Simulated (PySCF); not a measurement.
The dipole of `C=C[C@@H]1[C@@H]([SiH3])[C@@H]1OC` from its density and from atomic charges.

Coordinates (GFN2-xTB, Å) and charges (e) from the PBE0/pcSseg-1 density (PySCF):

```csv
atom,x,y,z,Mulliken,IAO,Hirshfeld,ESP-fitted
C1,-2.145,-2.434,-0.440,-0.1465,-0.3324,-0.1130,-0.4710
C2,-1.024,-1.755,-0.265,-0.1047,-0.1235,-0.0394,-0.1270
C3,-0.960,-0.295,-0.131,-0.2307,-0.1267,-0.0410,-0.0375
C4,0.164,0.461,-0.825,-0.4502,-0.4470,-0.1435,-0.2884
Si5,-0.169,2.099,-1.681,+0.5553,+0.6134,+0.3151,+0.3593
C6,0.139,0.336,0.673,+0.1535,+0.0766,+0.0306,-0.0029
O7,1.057,-0.491,1.311,-0.4873,-0.3769,-0.1285,-0.2734
C8,2.297,0.140,1.527,-0.0233,-0.1994,-0.0388,-0.1214
H9,-2.151,-3.506,-0.538,+0.1129,+0.1516,+0.0446,+0.1872
H10,-3.104,-1.944,-0.491,+0.1060,+0.1412,+0.0411,+0.1897
H11,-0.072,-2.264,-0.211,+0.0975,+0.1529,+0.0433,+0.1648
H12,-1.926,0.196,-0.089,+0.1180,+0.1429,+0.0490,+0.1307
H13,0.886,-0.196,-1.299,+0.1511,+0.1580,+0.0457,+0.1738
H14,-0.988,2.936,-0.802,-0.0971,-0.1231,-0.0763,-0.0928
H15,1.112,2.763,-1.940,-0.0902,-0.1207,-0.0791,-0.0969
H16,-0.883,1.855,-2.934,-0.0806,-0.1189,-0.0769,-0.0906
H17,-0.112,1.227,1.251,+0.1092,+0.1242,+0.0402,+0.1184
H18,2.931,-0.587,2.030,+0.1225,+0.1593,+0.0521,+0.1131
H19,2.762,0.442,0.581,+0.0944,+0.1246,+0.0368,+0.0796
H20,2.183,1.028,2.160,+0.0902,+0.1239,+0.0383,+0.0855
```

Question: What dipole does each set of charges give (1 e·Å = 4.803 D), and what does the density give?

Answer: The full density gives (0.90, 0.97, 0.03) D, 1.32 D in size; dipole vectors point from the negative to the positive end.

```
    scheme    μx    μy     μz  size (D)  share of the full size (%)  angle to the full dipole (°)
  Mulliken  0.61  2.58  -1.09      2.87                         217                            37
       IAO  0.90  2.39  -0.55      2.62                         198                            26
 Hirshfeld  0.64  0.84   0.15      1.07                          81                             9
ESP-fitted  0.90  0.99   0.02      1.34                         101                             0
```

Question: Which set comes closest?

Answer: Length of the difference vector: ESP-fitted 0.02 D, Hirshfeld 0.31 D, IAO 1.54 D, Mulliken 1.98 D. Closest: ESP-fitted. The schemes that divide the density aren't constrained to reproduce the dipole.

Question: What is left for the Hirshfeld atoms' own dipoles?

Answer: The Hirshfeld atoms' densities add up to the full density, so μ = Σ q r + Σ (atomic dipoles). The atomic dipoles sum to (0.90, 0.97, 0.03) − (0.64, 0.84, 0.15) = (0.26, 0.13, -0.12) D, 0.31 D in size.

Question: With the origin at the mean of the coordinates, (0.000, 0.001, -0.106) Å, which are the largest single terms, by size, of the IAO dipole along the direction of the full one?

Answer: C1 +5.19, Si5 +4.08, H9 -2.94, H10 -2.40, C8 -1.63 D; all 20 atoms together +2.36 D. The single terms depend on the origin, their sum doesn't.

Question: Give the size of the full dipole in other units.

Answer: 1.32 D = 0.521 au = 0.276 e·Å = 4.42 × 10⁻³⁰ C·m.

Isolated species at its GFN2-xTB geometry (one conformer only).

Shape of the structure used: `[CH2:1]=[CH:2][C@@H:3]1[C@@H:4]([SiH3:5])[C@@H:6]1[O:7][CH3:8]`: C1–C2–C3–C4 -139°, C4–C6–O7–C8 84°.
